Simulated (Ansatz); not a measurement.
Species: SiH2Cl2, charge 0, singlet. SiH2Cl2 (dichlorosilane, SMILES Cl[SiH2]Cl).
B3LYP-D3(BJ)/def2-TZVP minimum from Ansatz (an electronic-structure program):
```xyz
5

Si    -0.0248    -0.7650     0.0400
Cl     1.6947     0.3538    -0.0114
Cl    -1.6683     0.4617    -0.0313
H     -0.0563    -1.5128     1.3053
H     -0.0459    -1.6411    -1.1402
```

Wanted: atomisation energy (electronic, to ground-state atoms), in kcal/mol. Radicals and triplets start from unrestricted determinants; spin-orbit coupling is neglected. CBS(X,Y): correlation extrapolated as X^-3, Hartree-Fock from the larger set (Q,5: extrapolated as (X+1)exp(-9√X)). A bracket is a step between two methods taken in the basis named. Functionals run without relativity, which enters their misses. Double hybrids freeze cores in their MP2 part. 'core' is core correlation in cc-pwCVTZ (1s frozen past Ne), 'X2C' scalar relativity in cc-pVTZ-DK, both at CCSD(T). For partners of very few electrons the exact lower level stands in for a higher one.

CCSD(T)/CBS(cc-pV(Q+d)Z,cc-pV(5+d)Z) + [CCSDT(Q) - CCSD(T)]/cc-pV(D+d)Z + core + X2C (Ansatz) gives 357.3 kcal/mol.

### Question
What does PBE/def2-TZVPD (Ansatz) give here, and how do the other levels compare?

### Answer
PBE gives 350.7 kcal/mol, 6.6 kcal/mol below it. Differences of the others: r2SCAN/def2-TZVPD (Ansatz) -1.0; B3LYP/def2-TZVPD (Ansatz) -12.0; PBE0/def2-TZVPD (Ansatz) -7.5; wB97M-V/def2-TZVPD (Ansatz) -0.2; B2PLYP/def2-TZVPD (Ansatz) -10.3; CCSD(T)/CBS(cc-pV(Q+d)Z,cc-pV(5+d)Z) + core + X2C (Ansatz) -0.2 kcal/mol. Nearer than PBE: r2SCAN/def2-TZVPD, wB97M-V/def2-TZVPD, CCSD(T)/CBS(cc-pV(Q+d)Z,cc-pV(5+d)Z) + core + X2C.
